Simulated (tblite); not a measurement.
Isomers of C8H12O. Method: GFN2-xTB as coded in tblite; computed harmonic values from a numerical Hessian at the method's own geometry, unscaled. Errors from tens to a few hundred cm⁻¹ against measured bands are possible. One conformer each.

Electronic energies: GFN2-xTB at the same geometries; isomer energies are rough at this level and their order can be wrong.

```
                      SMILES  electronic energy, lowest = 0 (kcal/mol)
OC[C@@H]1C[C@H]2C=C[C@@H]1C2                                       0.0
       CC(=O)[C@@H]1CC12CCC2                                       9.1
               CCOC1=CCC=CC1                                       8.2
```

How do GFN2-xTB zero-point energies change the relative energies?

```csv
SMILES,ZPE (kcal/mol),of it from modes above 1550 cm⁻¹,electronic (kcal/mol),"with ZPE, lowest = 0 (kcal/mol)",lowest mode (cm⁻¹),rings
OC[C@@H]1C[C@H]2C=C[C@@H]1C2,114.4,54.7,0.0,0.0,84,2
CCOC1=CCC=CC1,112.0,56.1,8.2,5.8,25,1
CC(=O)[C@@H]1CC12CCC2,112.4,54.5,9.1,7.1,45,2
```

The zero-point energies span 2.4 kcal/mol, from `CCOC1=CCC=CC1` to `OC[C@@H]1C[C@H]2C=C[C@@H]1C2`. The order is unchanged.
